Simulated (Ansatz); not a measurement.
Compare A (`C[Se][AlH][OH]`) with its isomer B (`C[O][AlH][SeH]`).

Gas-phase electronic energies from Ansatz, PBE0-D4/def2-TZVP geometries. CCSD(T)/CBS is the MP2 limit (def2-TZVPP, def2-QZVPP) plus CCSD(T) − MP2 in def2-TZVPP, frozen cores. DFT in def2-TZVPP. B3LYP here is the variant with VWN-RPA as its local correlation; programs differ in this. For Se outer-core shells are correlated without core-valence functions, which leaves a few kJ/mol of doubt a bond. Scalar relativity is left out up to krypton. Each species was taken in one conformer, which may not be the lowest.

**Question.** Which is lower in electronic energy at CCSD(T)/CBS, and by how much? (An estimate is asked.)

**Answer.** Computed: A, by 11.7 kcal/mol.

**Question.** Give E(B) − E(A) in kcal/mol with MP2/def2-TZVPP, PBE-D4, B3LYP, ωB97M-V, CCSD/def2-TZVPP, PBE0-D4, r2SCAN-D4. (An estimate is asked.)

**Answer.** The calculation gave: MP2/def2-TZVPP 12.8, PBE-D4 10.9, B3LYP 9.5, ωB97M-V 10.5, CCSD/def2-TZVPP 10.5, PBE0-D4 10.7, r2SCAN-D4 10.6. None reverses the order clearly.

Largest T1 diagnostic: 0.011.

In def2-TZVPP, CCSD(T) changes the Hartree–Fock value by +3.4 kcal/mol (the triples alone add +0.5 kcal/mol) and MP2 by +5.2 kcal/mol.
